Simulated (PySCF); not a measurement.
From one molecule to another.

First species: C4H5NS.
SMILES: `Nc1cccs1`

Second species: C₇H₉S (charge +1).
Z-matrix (Å and degrees, GFN2-xTB geometry), rows numbered from 1:
```
C 
C   1  1.5207
C   2  1.4872  1  114.51
C   3  1.3871  2  121.53  1   177.54
C   4  1.3830  3  124.51  2   179.69
C   5  1.3976  4  122.92  3     0.22
C   6  1.3663  5  122.37  4    -0.06
S   7  1.6969  6  124.66  5    -0.10
H   1  1.0885  2  111.27  3    61.34
H   1  1.0885  2  111.08  3   -60.14
H   1  1.0864  2  109.74  3  -179.36
H   2  1.0953  1  109.92  3   122.21
H   2  1.0960  1  109.78  3  -121.89
H   4  1.0821  3  117.06  2    -0.33
H   5  1.0800  4  118.58  3  -179.85
H   6  1.0805  5  118.98  4   179.82
H   7  1.0802  6  121.58  5   179.88
```

Levels: PBE0/def2-SVPD for HOMO energy, LUMO energy, HOMO–LUMO gap, static isotropic polarisability and electronic spatial extent ⟨r²⟩ about the centre of nuclear charge; TDDFT PBE0/def2-SVPD for lowest singlet excitation; TDA PBE0/def2-SVPD for lowest triplet excitation (Tamm–Dancoff); GFN2-xTB for rotational constant A and rotational constant C. Geometries: GFN2-xTB. Each structure is a single optimised conformer of the isolated species, non-relativistic unless stated. Electronic properties by PySCF.

Dipoles, sizes and rotational constants follow the conformer. The torsions of the flexible species, by atom-mapped SMILES:
- `[NH2:1][c:2]1[cH:3][cH:4][cH:5][s:6]1`: H–N1–C2–C3 -161°, H–N1–C2–C3 -26°
- `[CH3:1][CH2:2][c:3]1[cH:4][cH:5][cH:6][cH:7][s+:8]1`: C1–C2–C3–C4 178°

Values for the first species:

```
HOMO energy                                                       : -5.69 eV
LUMO energy                                                       : -0.01 eV
HOMO–LUMO gap                                                     : 5.68 eV
Lowest singlet excitation                                         : 4.57 eV
Lowest triplet excitation (Tamm–Dancoff)                          : 3.36 eV
Static isotropic polarisability                                   : 72.1 au
Electronic spatial extent ⟨r²⟩ about the centre of nuclear charge : 599 bohr²
Rotational constant A                                             : 5.321 GHz
Rotational constant C                                             : 2.032 GHz
```

Problem. Estimate the same properties for the second species, and the change in each.

Solution. 
```json
{"property": "HOMO energy", "first": "-5.69 eV", "second": "-12.93 eV", "second less first": "-7.24 eV"}
{"property": "LUMO energy", "first": "-0.01 eV", "second": "-7.49 eV", "second less first": "-7.48 eV"}
{"property": "HOMO–LUMO gap", "first": "5.68 eV", "second": "5.44 eV", "second less first": "-0.24 eV"}
{"property": "lowest singlet excitation", "first": "4.57 eV", "second": "4.66 eV", "second less first": "+0.09 eV"}
{"property": "lowest triplet excitation (Tamm–Dancoff)", "first": "3.36 eV", "second": "3.36 eV", "second less first": "0.00 eV"}
{"property": "static isotropic polarisability", "first": "72.1 au", "second": "92.3 au", "second less first": "+20.2 au"}
{"property": "electronic spatial extent ⟨r²⟩ about the centre of nuclear charge", "first": "599 bohr²", "second": "1127 bohr²", "second less first": "+528 bohr²"}
{"property": "rotational constant A", "first": "5.321 GHz", "second": "3.555 GHz", "second less first": "-1.766 GHz"}
{"property": "rotational constant C", "first": "2.032 GHz", "second": "1.029 GHz", "second less first": "-1.003 GHz"}
```

On the first: The principal polarisabilities are 47.2, 79.8 and 89.1 au; their mean is the isotropic value. S1 lies 1.11 eV below the HOMO–LUMO gap; its leading configuration is HOMO→LUMO+1, weight 0.75.

On the second: S1 lies 0.78 eV below the HOMO–LUMO gap; its leading configuration is HOMO→LUMO, weight 0.92. No computed singlet falls in the visible range (750 to 380 nm, 1.65 to 3.26 eV); S1 lies 1.40 eV above its blue end.
